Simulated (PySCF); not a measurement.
C5H12OP2.
InChI=1S/C5H12OP2/c6-3-8(4-7)5-1-2-5/h5-6H,1-4,7H2

The closed-shell ground state was solved at several levels (PySCF, density fitting, gas phase, non-relativistic). The structure is a single PBE0-D3(BJ)/def2-SVP conformer in the gas phase; no vibrational or solvent corrections.

```csv
level,basis functions,HOMO (eV),LUMO (eV),gap (eV),dipole (D)
PBE0/pcSseg-1,210,-6.76,0.36,7.12,1.11
KT2/pcSseg-1,210,-5.70,-0.64,5.06,1.05
```

Question: Estimate the row for B3LYP/def2-SVPD, a basis of 267 functions; the other rows only guide the guess.

Answer: HOMO -6.56 eV, LUMO -0.07 eV, gap 6.49 eV, dipole 1.24 D.

Question: Over all these levels, which gives the widest orbital gap and which the narrowest?

Answer: PBE0/pcSseg-1 (global hybrid, 25 % exact exchange) has the widest, 7.12 eV, and KT2/pcSseg-1 (GGA) the narrowest, 5.06 eV. The two share the basis. From the narrowest to the widest the HOMO moves by -1.06 eV and the LUMO by +1.00 eV.

Question: How far do the dipole and the HOMO energy spread over the levels?

Answer: The dipole runs from 1.05 to 1.24 D (mean 1.13 D) and the HOMO from -6.76 to -5.70 eV.
